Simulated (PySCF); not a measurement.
**How methods differ on the excitation energy of S²⁺**

S²⁺ [Ne] 3s2 3p2 (3P) → S²⁺ [Ne] 3s1 3p2 3d1 (high-spin determinant), as a difference of total energies. All numbers are calculated (PySCF 2.14, no relativity, point nucleus, in aug-cc-pwCVDZ (6s5p3d, 36 functions)). Correlated levels: nothing frozen. The calculations carry no spin-orbit coupling.

```
                 method  excitation energy (cm⁻¹)
                    UHF                    182910
    MP2 (all electrons)                    193170
SCS-MP2 (all electrons)                    195880
   CCSD (all electrons)                    190050
CCSD(T) (all electrons)                    188650
```

A first-order spin-orbit estimate (lowest level to lowest level, LS coupling) adds 0.016 eV.

The promoted electron is Rydberg-like, and one or two diffuse shells describe it only roughly, which tends to raise the upper state.

The coupled-cluster amplitudes are large for the upper state (T1 above 0.03 or a double amplitude above 0.15), so a single reference is strained.

The determinant of the upper state mixes LS terms, which raises its energy above the lowest term, most at the Hartree-Fock and MP2 levels.
